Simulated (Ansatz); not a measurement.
Relaxation of [WO3Br]- (WBrO₃⁻) with RKS B3LYP-D4/def2-SVPD.

```sh
$ ansatz run in.yaml --threads 4 --pin off --events-out ev --progress --plain --max-ram 3916MiB
```

```yaml
crystal:
  periodic: [false, false, false]
  atoms:
    - {symbol: W, position_ang: [0.119290, 0.207430, 0.086060]}
    - {symbol: O, position_ang: [0.037780, 0.028550, 1.777750]}
    - {symbol: O, position_ang: [1.680610, 0.055080, -0.577910]}
    - {symbol: O, position_ang: [-0.808980, 1.487280, -0.546810]}
    - {symbol: Br, position_ang: [-1.028700, -1.778340, -0.739090]}
basis:
  gaussian: {orbitals: def2-SVPD}
total_charge: -1
hamiltonian: {xc: {name: B3LYP}, dispersion: d4}
scf: {lower_state_search: "off"}
output: {orbitals: {seedname: orbitals}}
relax: {f_tol: 0.02, max_steps: 100}
```

Run time 12 s (4 threads of Arm Neoverse V1 on a shared host).

Positions (Å) and forces (eV/Å) at steps 1, 2, 3, 4, 5 of 5:

```xyz
5
step=1 energy=-78009.6360 eV
W     0.119    0.207    0.086   -1.555   -2.741   -1.143
O     0.038    0.029    1.778    0.214    0.299    3.548
O     1.681    0.055   -0.578    3.379    0.354   -1.010
O    -0.809    1.487   -0.547   -1.431    3.128   -0.962
Br   -1.029   -1.778   -0.739   -0.606   -1.040   -0.433
5
step=2 energy=-78010.1228 eV
W     0.059    0.103    0.043    0.900    1.528    0.638
O     0.089    0.116    1.816   -0.096   -0.142   -1.067
O     1.733    0.143   -0.542   -1.040   -0.157    0.279
O    -0.759    1.575   -0.511    0.386   -0.972    0.258
Br   -1.122   -1.938   -0.806   -0.151   -0.258   -0.108
5
step=3 energy=-78010.1583 eV
W     0.073    0.125    0.052    0.122    0.211    0.087
O     0.091    0.120    1.812   -0.022   -0.028   -0.465
O     1.731    0.148   -0.538   -0.445   -0.036    0.139
O    -0.755    1.574   -0.508    0.197   -0.401    0.132
Br   -1.140   -1.967   -0.818    0.149    0.255    0.106
5
step=4 energy=-78010.1694 eV
W     0.072    0.126    0.052    0.000   -0.010   -0.003
O     0.087    0.114    1.805   -0.001   -0.001   -0.034
O     1.722    0.141   -0.539   -0.034   -0.001    0.012
O    -0.756    1.565   -0.509    0.014   -0.029    0.009
Br   -1.126   -1.946   -0.809    0.021    0.040    0.016
5
step=5 energy=-78010.1695 eV
W     0.072    0.125    0.052    0.000    0.000    0.000
O     0.087    0.113    1.804    0.000    0.000   -0.001
O     1.722    0.141   -0.539   -0.001    0.000    0.000
O    -0.756    1.563   -0.509    0.000   -0.001    0.000
Br   -1.125   -1.942   -0.808    0.001    0.002    0.001
```

In the def2 sets W takes a core potential; there is no spin–orbit coupling. The relaxation made no stability test and no search for a lower SCF solution.
